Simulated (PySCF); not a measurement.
- PBE0-D3(BJ)/def2-SVP structure
- GIAO PBE0/pcSseg-1 shieldings
- run in PySCF
- averaged over atoms made equivalent by symmetry, fast rotation or ring inversion, a single conformation, non-relativistic, no solvent

δ = σ(ref) − σ, references computed at the same level: ¹H (31.27 ppm) and ¹³C (184.41 ppm) vs TMS. Carbons bonded to boron are broad in practice. Shifts are as computed. Against solution values, carbons near 30 ppm lie about +2 ppm off and those near 130 ppm about +5 ppm. Of 1313 compounds with measured shifts, 239 miss one by over three times the rms of a fit or turn the order of signals round; such compounds aren't used in these exercises. OH and NH positions are gas-phase values without hydrogen bonding to other molecules.

Question: Order these molecules by the shift of their most shielded carbon-bound hydrogen, lowest δ first.
A. O=C(CC[SiH3])O[SiH3]
B. BN(B)CC
C. Fc1ccccc1C(F)(F)F

Answer: A (0.73 ppm, hydrogen on an sp3 CH2 bonded to Si), B (1.22 ppm, hydrogen on a methyl carbon), C (7.32 ppm, hydrogen on an aromatic CH).

Question: Order these molecules by the shift of their most deshielded carbon, lowest δ first.
A. Fc1ccccc1C(F)(F)F
B. O=C(CC[SiH3])O[SiH3]
C. BN(B)CC
D. BNBCC

Answer: D (17.9 ppm, sp3 CH2 bonded to B), C (55.6 ppm, sp3 CH2 bonded to N), A (168.2 ppm, aromatic carbon bearing fluorine), B (183.9 ppm, carbonyl carbon).

Question: How many ¹³C and ¹H signals does each give (equivalence by symmetry and fast rotation, but not about amide C–N or C=N bonds)? `BN(B)CC`, `Fc1ccccc1C(F)(F)F`, `BNBCC`, `O=C(CC[SiH3])O[SiH3]`

Answer: BN(B)CC: 2 C, 3 H; Fc1ccccc1C(F)(F)F: 7 C, 4 H; BNBCC: 2 C, 5 H; O=C(CC[SiH3])O[SiH3]: 3 C, 4 H.
